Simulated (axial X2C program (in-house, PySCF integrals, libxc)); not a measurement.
## RuCl: nuclear properties from DFT to coupled cluster

Computed with an axial X2C code built on PySCF integrals: two-component X2C with atomic mean-field Coulomb and Gaunt terms, Gaussian nuclei, basis Ru dyall-acv3z, Cl dyall-av3z with contracted cores.

R = 2.238 Å (near the PBE0 minimum at charge 0 of the determinant lowest at the starting distance; the state shown can have its own minimum elsewhere); state Ω = 7/2 (⟨Sz⟩ = 1.49, ⟨Lz⟩ = 2.01 at PBE0).

```json
{"level": "PBE0", "Eeff magnitude (GV/cm)": "1.36", "Ws magnitude Ru (kHz)": "0.14", "A∥/gI Ru (MHz)": "142", "qzz Ru (a.u.)": "-0.26", "A∥/gI Cl (MHz)": "-9.54", "μ (D)": "-4.75"}
{"level": "HF", "Eeff magnitude (GV/cm)": "1.92", "Ws magnitude Ru (kHz)": "0.212", "A∥/gI Ru (MHz)": "-34.4", "qzz Ru (a.u.)": "-1.74", "A∥/gI Cl (MHz)": "-4.08", "μ (D)": "-6.28"}
{"level": "B3LYP", "Eeff magnitude (GV/cm)": "1.34", "Ws magnitude Ru (kHz)": "0.135", "A∥/gI Ru (MHz)": "132", "qzz Ru (a.u.)": "0.01", "A∥/gI Cl (MHz)": "-9.2", "μ (D)": "-4.46"}
```

Eeff is the effective electric field on the electron electric dipole moment in this Ω state and Ws the scalar–pseudoscalar constant of the nucleus named (defined with the proton number Z and per Ω); A∥ (defined per Ω) follows by multiplying with gI = μI/(I μN); qzz is the electric field gradient, eQq0 = 234.96 MHz × Q/barn × qzz; μ is positive if the Cl end (last atom) is positive. The operators were transformed with the bare-nucleus X2C matrices; with these basis sets, hyperfine constants and field gradients can be off by tens of per cent, and where levels differ in sign neither size nor sign is settled.

Finite-field MP2, CCSD and CCSD(T), with 23 electrons correlated in 130 natural virtual spinors (MP2 remainder added):

```csv
level,Eeff magnitude (GV/cm),Ws magnitude Ru (kHz),A∥/gI Ru (MHz),qzz Ru (a.u.),A∥/gI Cl (MHz),μ (D)
MP2,2.31,0.257,-12.4,-0.45,-4.14,-5.11
CCSD,1.94,0.213,33.5,-0.74,-5.44,-5.27
CCSD(T),1.97,0.217,35.9,-0.53,-5.57,-5.01
```

T1 = 0.019 (Lee–Taylor). One unrestricted determinant, the lowest of a limited PBE0 search, is the reference; the functionals treat spin collinearly. With several open shells it need not be a pure state. Correlation of the inner shells is missing, which matters for properties at the nucleus. Number of frozen shells: Ru 3 s, 2 p, 1 d; Cl 2 s, 1 p.

By how much does correlation change each value, CCSD(T) against HF?

Eeff magnitude 3 %; Ws magnitude Ru 2 %; A∥/gI Ru from -34.4 to 35.9, a change of sign; qzz Ru -70 %; A∥/gI Cl 37 %; μ -20 %.
